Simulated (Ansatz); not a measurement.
Cost and result for the atomization energy of C₂H₆OSi, SMILES `C1OC[SiH2]1` (10 atoms, 10 bonds).

```xyz
10

C     1.163   -0.365    0.185
O     0.404   -0.911   -0.913
C    -0.918   -0.360   -0.740
Si   -0.268    0.799    0.608
H     1.393   -1.137    0.928
H     2.102    0.064   -0.174
H    -1.627   -1.130   -0.414
H    -1.280    0.071   -1.676
H    -0.096    2.227    0.228
H    -0.872    0.741    1.968
```

Total charge 0; spin multiplicity 1. Geometry: relaxed with PBE0-D4/def2-TZVP. Program: Ansatz. All runs use 2 threads of an Arm Neoverse V1 on a shared host. Times are those of one run each, without the atoms' runs, and a repeat can differ threefold. Electronic energies, without spin–orbit coupling; frozen cores. CCSD(T)/CBS adds CCSD(T) − MP2 in def2-TZVPP to the MP2 limit, and its time is that of the two runs behind it. T1 = 0.012. B3LYP takes the VWN-RPA correlation (the form of Gaussian; ORCA's B3LYP/G).

CCSD(T)/CBS is a level of theory with its own doubt, some kJ/mol a heavy atom from the limit and from the frozen cores, so smaller differences don't rank the functionals.

```json
{"level": "BLYP-D4/def2-TZVPP", "functions": "219", "wall time": "2.8 s", "atomization (kcal/mol)": "859.4", "difference from CCSD(T)/CBS": "-3.2", "per bond": "-0.3"}
{"level": "CCSD(T)/def2-SVP", "functions": "90", "wall time": "3.5 s", "atomization (kcal/mol)": "812.5", "difference from CCSD(T)/CBS": "-50.1", "per bond": "-5.0"}
{"level": "PBE0-D4/def2-TZVPP", "functions": "219", "wall time": "3.7 s", "atomization (kcal/mol)": "863.6", "difference from CCSD(T)/CBS": "1.0", "per bond": "0.1"}
{"level": "BHLYP-D4/def2-TZVPP", "functions": "219", "wall time": "4.1 s", "atomization (kcal/mol)": "836.4", "difference from CCSD(T)/CBS": "-26.2", "per bond": "-2.6"}
{"level": "r2SCAN-D4/def2-TZVPP (with forces)", "functions": "219", "wall time": "6.5 s", "atomization (kcal/mol)": "864.1", "difference from CCSD(T)/CBS": "1.5", "per bond": "0.2"}
{"level": "B3LYP-D4/def2-TZVPP (with forces)", "functions": "219", "wall time": "6.5 s", "atomization (kcal/mol)": "861.3", "difference from CCSD(T)/CBS": "-1.3", "per bond": "-0.1"}
{"level": "B2PLYP/def2-TZVPP", "functions": "219", "wall time": "7 s", "atomization (kcal/mol)": "852.1", "difference from CCSD(T)/CBS": "-10.5", "per bond": "-1.0"}
{"level": "PBE-QIDH/def2-TZVPP", "functions": "219", "wall time": "7.5 s", "atomization (kcal/mol)": "856.6", "difference from CCSD(T)/CBS": "-6.0", "per bond": "-0.6"}
{"level": "ωB97X-V/def2-TZVPP", "functions": "219", "wall time": "11 s", "atomization (kcal/mol)": "867.3", "difference from CCSD(T)/CBS": "4.7", "per bond": "0.5"}
{"level": "B97M-V/def2-TZVPP", "functions": "219", "wall time": "12 s", "atomization (kcal/mol)": "863.5", "difference from CCSD(T)/CBS": "0.9", "per bond": "0.1"}
{"level": "MP2/def2-QZVPP", "functions": "421", "wall time": "32 s", "atomization (kcal/mol)": "864.3", "difference from CCSD(T)/CBS": "1.7", "per bond": "0.2"}
{"level": "CCSD(T)/def2-TZVPP", "functions": "219", "wall time": "110 s", "atomization (kcal/mol)": "839.9", "difference from CCSD(T)/CBS": "-22.7", "per bond": "-2.3"}
{"level": "CCSD(T)/CBS(def2)", "functions": "–", "wall time": "2.3 min", "atomization (kcal/mol)": "862.6", "difference from CCSD(T)/CBS": "0.0", "per bond": "0.0"}
```

From PBE to PBE0 (25 % exact exchange), in def2-TZVPP and without D4, the atomization energy moves by −14.3 kcal/mol: exact exchange takes away binding that semilocal exchange gives to molecules. At CCSD(T), def2-SVP lies −50.1 kcal/mol from the extrapolated value and def2-TZVPP −22.7 kcal/mol: correlation converges slowly with the basis, and small sets miss more of it in the bonded molecule than in its fragments. Leaving LDA and LC-ωPBE aside and taking each functional with its dispersion term where it has one, the values, not all of them listed here, spread over 42.2 kcal/mol, from BHLYP-D4 to PBE-D4. LDA lies +115.7 kcal/mol from PBE without D4, its usual overbinding.
